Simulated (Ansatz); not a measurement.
Isolated molecules relaxed with PBE0-D4/def2-TZVP in Ansatz; ΔE leaves out vibrations. CCSD(T)/CBS is the MP2 limit (def2-TZVPP, def2-QZVPP) plus CCSD(T) − MP2 in def2-TZVPP, frozen cores. This one scheme is used for every species. DFT in def2-TZVPP. B3LYP here is the variant with VWN-RPA as its local correlation; programs differ in this. One conformer a species, not always the lowest.

`[SiH]O[SiH3]` + `O[Si](Cl)(Cl)Cl` → `[SiH3]O[Si](Cl)(Cl)Cl` + `O[SiH]`  (ligand exchange at the Si–O bond)

```csv
level,ΔE (kcal/mol),difference from CCSD(T)/CBS
PBE0-D4,-2.6,0.4
B3LYP-D4,-2.8,0.2
ωB97X-V,-2.8,0.2
ωB97M-V,-2.5,0.5
PBE,-1.9,1.1
r2SCAN,-2.5,0.5
MP2/def2-TZVPP,-2.9,0.1
SCS-MP2/def2-TZVPP,-2.9,0.1
SCS-MP2/def2-QZVPP,-3.0,0.0
MP2/CBS(def2),-3.1,-0.1
CCSD(T)/CBS,-3.0,0
```

Largest T1 diagnostic among the species: 0.016.
